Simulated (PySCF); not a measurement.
# MP2, SCS-MP2 and SOS-MP2 from spin components

System: CH2AlF3O, singlet, at the geometry of the source list. Level: MP2/def2-SVP (PySCF). Sums are taken with unrounded values, so a last digit can differ.

Input for PySCF:
```python
from pyscf import gto, scf, mp

mol = gto.M(
    atom='''
Al   -0.38110000    0.49170000    0.64370000
C     0.20390000   -1.01940000   -0.60290000
F    -1.11680000   -1.44940000   -0.63120000
F     0.94660000   -2.13390000   -0.58450000
F     0.40410000   -0.47000000   -1.83460000
H    -1.78970000    0.26530000    1.13190000
O     0.59970000    1.77130000    0.86990000
H     1.13330000    2.54430000    1.00780000
''',
    basis='def2-svp',
    verbose=4,
    max_memory=1800,
)

mf = scf.RHF(mol)
mf.kernel()

pt = mp.MP2(mf, frozen=10)
pt.kernel()
print('E(MP2) = %.10f' % pt.e_tot)
```

It gave an SCF energy of -653.748464 Eh, a same-spin correlation energy of -0.248175 Eh and an opposite-spin one of -0.678661 Eh.

**Question.** Work out the MP2, SCS-MP2 (6/5 and 1/3) and SOS-MP2 (1.3 and 0) correlation and total energies.

**Answer.** MP2: -0.678661 + (-0.248175) = -0.926836 Eh, total -654.675300 Eh, as the program printed. SCS-MP2: 1.2 × (-0.678661) + (-0.248175)/3 = -0.897118 Eh, total -654.645582 Eh. SOS-MP2: 1.3 × (-0.678661) = -0.882259 Eh, total -654.630723 Eh. Opposite spins carry 73 % of the MP2 correlation; same-spin pairs are already kept apart by exchange.
